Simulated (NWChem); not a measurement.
System: PbBr cation, singlet; SMILES [Br][Pb+]

Program: NWChem. Low-valent species are run as closed-shell singlets; no triplet was tried in these runs. This build's default masses of Se (78.918 u) and Br (79.917 u) are each other's, which moves their modes by up to 0.6 %. def2 effective core potentials on Pb; no spin-orbit coupling. Each level has its own optimisation; frequencies are unscaled.

For level PBE0-D3(BJ)/def2-TZVP:

```
Quantity                           Value
---------------------------------  -----
r Br–Pb (Å)                        2.487
highest harmonic frequency (cm⁻¹)    262
```

Q: What are these values for level BLYP/def2-SVP?

A: The r Br–Pb (Å) is 2.565 and the highest harmonic frequency (cm⁻¹) is 240.
